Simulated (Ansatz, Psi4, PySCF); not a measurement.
System: bicarbonate, CHO₃ (charge -1, singlet). SMILES: O=C([O-])O
Geometry: optimised at B3LYP-D3(BJ)/def2-TZVP (Ansatz, a quantum-chemistry and plane-wave program).

Property: vertical triplet-singlet gap, E(triplet) - E(singlet), in eV. Conventions: frozen cores in correlated levels; UHF or UKS for open shells; no dispersion term unless named; 6-311+G** with 5d; non-relativistic; each state is the SCF solution reached for its charge and spin; spin-orbit terms left out; 6-31G* and kin with 6d, 5d where marked. First-principles rows: single points at B3LYP-D3(BJ) geometries (Ansatz). Sets without +, aug- or the D of def2-TZVPD hold no diffuse functions, which anions need. Levels can end on unlike triplets.

```tsv
level	program	vertical triplet-singlet gap, E(triplet) - E(singlet) (eV)
HF/6-31G*	Ansatz	6.27
HF/6-311+G**	Ansatz	4.58
PBE/6-31G*	Ansatz	6.40
PBE/6-311+G**	Ansatz	4.71
B3LYP/STO-3G	Ansatz	5.50
B3LYP/3-21G	Ansatz	6.34
B3LYP/6-31G*	Ansatz	6.54
B3LYP/6-311+G**	Ansatz	5.09
M06-2X/6-31G* (5d)	PySCF	6.94
wB97X-D/6-31G*	Psi4	6.74
MP2/6-31G*	Ansatz	7.60
MP2/6-311+G**	Ansatz	5.74
M06-2X/def2-TZVPD	PySCF	5.33
wB97M-V/def2-TZVPD	Ansatz	5.23
wB97X-V/def2-TZVPD	Ansatz	5.21
```

No value to compare with is used here. The 12 habitual levels span 4.58 (HF/6-311+G**) to 7.60 eV (MP2/6-31G*); wB97M-V/def2-TZVPD gives 5.23.

The levels are drawn from those run, B3LYP/6-31G* more often than the rest, none by its result; left out are runs that failed, that the program found above a lower state of the same kind, or whose <S^2> lies over 0.5 above the pure value.
